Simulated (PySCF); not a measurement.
**PtOF₂: from structure and modes to constants**

All numbers come from PySCF, UPBE0, basis Pt def2-SVP with ECP60, O def2-SVP, F def2-SVP (scalar-relativistic core potentials, no spin–orbit coupling, density fitting).

The triplet minimum has C2v symmetry. Masses (u): Pt 194.96477, O 15.99492, F 18.99840.

```xyz
4
charge 0 multiplicity 3, angstrom
Pt    0.0000    0.0000   -0.0453
O     0.0000    0.0000    1.6804
F     1.8461    0.0000   -0.4547
F    -1.8461    0.0000   -0.4547
```

Harmonic wavenumbers (cm⁻¹): 110.4 (b2, ×1), 178.4 (a1, ×1), 216.4 (b1, ×1), 642.0 (a1, ×1), 665.7 (b2, ×1), 880.9 (a1, ×1).

(1) Find the principal moments of inertia and the rotational constants. What kind of rotor is it?

(2) What is the harmonic zero-point energy?

(3) Give the standard entropy (298.15 K, 1 bar) by its translational, rotational, vibrational and spin parts, and Cp.

Results:

(1) About the centre of mass I = 53.419, 129.5, 182.92 u Å². With B = 16.8576/I this gives 0.3156, 0.1302, 0.09216 cm⁻¹. The molecule is an asymmetric top with κ = -0.66.

(2) Half the sum of all 6 wavenumbers, 2694/2 = 1347 cm⁻¹, which is 16.1 kJ/mol (1 cm⁻¹ = 0.0119627 kJ/mol).

(3) Sackur–Tetrode with M = 248.96 u gives 177.7; rotation with symmetry number 2 gives 101.2; vibration 35.5; spin R ln 3 = 9.1. The total is 323.5 J/(mol K), and Cp = 4 R + 33.4 = 66.7 J/(mol K).

Other isomers or separated fragments may lie lower. With open d or f shells other occupations or spin states may lie lower. With an element this heavy the missing spin–orbit coupling can shift these numbers.
